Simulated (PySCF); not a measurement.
C3H6AlClO, SMILES C=C[CH2][Al]([OH])[Cl].

The structure is a stationary point at B3LYP-D3(BJ)/def2-SVP. Other conformers were not sampled.

Method: TDA-CAM-B3LYP/def2-SVPD (PySCF).

Vertical excitations. Gas-phase values at a fixed geometry.

```csv
state,energy (eV),λ (nm),f,main pairs
S1,5.73,216,0.071,HOMO→LUMO 85 %
S2,6.08,204,0.210,HOMO→LUMO+1 76 %
S3,6.93,179,0.128,HOMO→LUMO+2 77 %
S4,7.28,170,0.031,"HOMO→LUMO+3 41 %, HOMO→LUMO+5 40 %, HOMO→LUMO+7 7 %"
S5,7.31,170,0.032,"HOMO−1→LUMO 70 %, HOMO−2→LUMO 13 %"
S6,7.39,168,0.013,"HOMO−2→LUMO 63 %, HOMO−1→LUMO 13 %"
S7,7.45,166,0.013,HOMO→LUMO+4 59 %
S8,7.75,160,0.018,HOMO−1→LUMO+1 69 %
S9,7.81,159,0.047,"HOMO→LUMO+6 61 %, HOMO−3→LUMO 10 %"
S10,7.87,158,0.030,"HOMO→LUMO+5 28 %, HOMO→LUMO+3 25 %, HOMO→LUMO+4 11 %, HOMO−1→LUMO+1 8 %"
T1,3.96,313,0,"HOMO→LUMO+1 39 %, HOMO→LUMO+2 23 %, HOMO→LUMO 20 %, HOMO→LUMO+3 6 %"
T2,5.51,225,0,"HOMO→LUMO 60 %, HOMO→LUMO+1 22 %"
T3,5.86,212,0,"HOMO→LUMO+2 40 %, HOMO→LUMO+1 31 %, HOMO→LUMO+3 9 %"
T4,7.00,177,0,"HOMO−1→LUMO 35 %, HOMO−2→LUMO 30 %, HOMO−4→LUMO 7 %, HOMO−3→LUMO 5 %"
```
Triplets are in the Tamm–Dancoff approximation.
